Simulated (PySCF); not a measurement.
C₂H₆In, SMILES [CH3][In][CH3], multiplicity 2. Atoms are numbered in the order given.

```xyz
9

In     0.1967     0.0815     0.2468
C      0.9190     0.0804    -1.8443
H      1.3165    -0.9209    -2.0753
H      1.7181     0.8193    -1.9941
H      0.0786     0.2959    -2.5224
C     -1.9102    -0.4876     0.6053
H     -2.0968    -1.4659     0.1342
H     -2.5579     0.2631     0.1244
H     -2.1497    -0.5429     1.6754
```
Charge 0, spin multiplicity 2.

Geometry optimised at PBE0-D3(BJ)/def2-SVP. The spin state was assumed, not searched. The isomer is the one that the SMILES or the coordinates give; other isomers of the formula were not compared. The def2 effective core potentials stand for the cores of In; spin–orbit coupling is left out.

The numbers are results of TDA-PBE0/def2-SVPD (PySCF), not measurements.

Vertical excitations. Isolated molecule, no solvent.

| state | energy (eV) | λ (nm) | f | main pairs |
|---|---|---|---|---|
| root 1 | 2.05 | 604 | 0.029 | α HOMO→LUMO 99 % |
| root 2 | 3.27 | 380 | 0.039 | β HOMO→LUMO 95 % |
| root 3 | 4.09 | 303 | 0.003 | α HOMO→LUMO+1 95 % |
| root 4 | 4.25 | 292 | 0.000 | α HOMO−1→LUMO 26 %, β HOMO→LUMO+1 73 % |
| root 5 | 4.55 | 272 | 0.000 | α HOMO−1→LUMO 73 %, β HOMO→LUMO+1 26 % |
| root 6 | 4.58 | 271 | 0.197 | α HOMO→LUMO+2 96 % |
| root 7 | 4.72 | 263 | 0.148 | α HOMO→LUMO+3 94 % |
| root 8 | 5.64 | 220 | 0.013 | α HOMO→LUMO+4 88 % |
| root 9 | 5.67 | 218 | 0.013 | α HOMO→LUMO+5 88 % |
| root 10 | 5.96 | 208 | 0.001 | α HOMO→LUMO+6 98 % |
Unrestricted roots are not spin-pure.
